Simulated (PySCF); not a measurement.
HO₃S, SMILES O=[SH](=O)[O-], charge -1.

Coordinates come from a B3LYP-D3(BJ)/def2-SVPD optimisation.

These are PySCF with PBE/def2-TZVPD values and carry that method's errors.

The molecule is in vacuum.

```yaml
total_energy: -624.26377 hartree
point_group: C3v
highest_occupied_level: -0.75 eV
lowest_empty_level: 3.42 eV
orbital_gap: 4.17 eV
dipole_moment_about_the_centre_of_nuclear_charge: 1.76 D
mean_static_polarisability: 46.0 bohr³ (6.81 Å³)
polarisability_principal_values: 44.1, 46.9, 46.9 bohr³
```
